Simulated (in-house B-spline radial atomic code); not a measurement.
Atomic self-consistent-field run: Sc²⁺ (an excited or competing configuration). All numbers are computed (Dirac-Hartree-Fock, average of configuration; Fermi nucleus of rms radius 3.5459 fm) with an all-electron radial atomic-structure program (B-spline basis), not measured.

Command:
```bash
python run_scf.py task.json out
```
Settings (nuclear radius in fm, mass in u):
```
Z                21
configuration    [Ne] 3s2 3p5 3d2
hamiltonian      dirac
method           hf
spin_polarised   False
nucleus          fermi
rms_radius       3.5459
atomic_mass      44.95591
speed_of_light   137.035999084
```

Output (hartree, bohr):
```
 radial grid: 70 intervals, B-splines of order 8, outer radius 25.5556 bohr

 iter        energy (Eh)    residual
    1       -755.2499011    4.14e-01
    2       -760.3562233    1.94e-01
    3       -761.4151281    5.92e-02
    4       -761.5429385    1.48e-02
    5       -761.5543162    9.85e-03
    6       -761.5570837    1.58e-03
    7       -761.5571346    1.53e-04
    8       -761.5571351    3.76e-05
    9       -761.5571352    7.56e-07
   10       -761.5571352    4.55e-08

 total energy                     -761.557135
 kinetic                            768.90663
 electron-nucleus                 -1799.43492
 electron-electron                  268.97115

 first-order corrections (not in the total)
   Gaunt                            0.24490
   retardation                     -0.02006
   frequency dependence            -0.00037
   self-energy                      0.16123
   Uehling                         -0.01214
   Wichmann-Kroll                   0.00005
   recoil                           0.00744

 orbital      occ     eigenvalue          <r>       <r^2>       <1/r>       <r^4>     <1/r^2>       r_max    small
 1s1/2      2.000     -167.63879    0.0729666  0.00716068     20.7788 0.000132479     880.019     0.04782  5.65e-03
 2s1/2      2.000      -19.94026     0.340282    0.136902     4.34381   0.0329839     79.1092      0.2823  9.82e-04
 2p1/2      2.000      -16.48472     0.304652    0.114557     4.24254   0.0271535     25.1809       0.231  9.47e-04
 2p3/2      4.000      -16.30953     0.307169    0.116321     4.19489   0.0279262     24.2957       0.233  9.38e-04
 3s1/2      2.000       -3.15886      1.06993     1.31618     1.29693     2.77998     10.3335       0.923  1.88e-04
 3p1/2      1.667       -2.22151      1.15124     1.55189     1.17948     4.12285     3.12066      0.9626  1.62e-04
 3p3/2      3.333       -2.20123       1.1582     1.57045     1.17042     4.22029     3.02161      0.9684  1.61e-04
 3d3/2      0.800       -0.93193       1.5089     2.84352     0.85919       17.37    0.999526       1.077  9.28e-05
 3d5/2      1.200       -0.93090      1.51143     2.85258    0.857552     17.4701    0.995206       1.079  9.25e-05
```

Time taken, with all properties: 1.1 s on 1 thread of Arm Neoverse V1, on a shared host.

For the Dirac Hamiltonian the kinetic term is c α·p + (β - 1)c².
